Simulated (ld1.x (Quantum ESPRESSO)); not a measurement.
# Which change was made? (I, TM)

ld1.x (Quantum ESPRESSO) 7.5 input, shortened:

```
&input
   title='I', zed=53., rel=1, dft='PBE', iswitch=3,
   config='[Kr] 4d10 5s2 5p4.5 5d-2'
 /
 &inputp
   pseudotype=2, tm=.true., lloc=0,
   nlcc=.true.
 /
3
5P  2  1   4.50   0.00  2.10  2.10  0.0
5D  3  2  -2.00   0.35  1.60  1.60  0.0
5S  1  0   2.00   0.00  1.75  1.75  0.0
 &test
   configts(1)='5s2 5p4.5'
 /
```

Cutoffs, loose and tight: the cutoffs (Ry, on a coarse ladder) from which the occupation-weighted sum of valence levels, in a spherical-Bessel basis at the reference potential, stays within 10 and 1 mRy of its value at 400 Ry. They do not see the model core or the augmentation charge, which bear on the density cutoff. Test errors are all-electron minus pseudo excitation energies from the reference, over the configurations 5s2 5p5; 5s2 5p4; 5s2 5p3; 5s2 5p1; 5s1 5p6; 5s1 5p5; 5s2 5p2; variants that change the core or the reference have their own tests.

The base gives: outcome: generated; cutoff, loose: 35 Ry; cutoff, tight: 55 Ry; bound ghosts: d; largest test error (meV): -123.

**Question.** After one change the result is: outcome: generated; cutoff, loose: 25 Ry; cutoff, tight: 35 Ry; bound ghosts: none; largest test error (meV): -167. Which change was it?
A. all radii but the core radius scaled by about 1.11 (s 1.94, p 2.34, d 1.78 bohr)
B. all radii but the core radius scaled by about 1.40 (s 2.44, p 2.94, d 2.24 bohr)
C. all radii but the core radius scaled by about 0.75 (s 1.32, p 1.58, d 1.20 bohr)
D. all radii but the core radius scaled by about 1.28 (s 2.24, p 2.68, d 2.04 bohr)

**Answer.** D. The others give: all radii but the core radius scaled by about 0.75 (s 1.32, p 1.58, d 1.20 bohr) → outcome: generated; cutoff, loose: 80 Ry; cutoff, tight: 200 Ry; bound ghosts: p, d; largest test error (meV): -90 | all radii but the core radius scaled by about 1.11 (s 1.94, p 2.34, d 1.78 bohr) → outcome: generated; cutoff, loose: 30 Ry; cutoff, tight: 50 Ry; bound ghosts: d; largest test error (meV): -140 | all radii but the core radius scaled by about 1.40 (s 2.44, p 2.94, d 2.24 bohr) → outcome: generated; cutoff, loose: 18 Ry; cutoff, tight: 30 Ry; bound ghosts: none; largest test error (meV): -221.
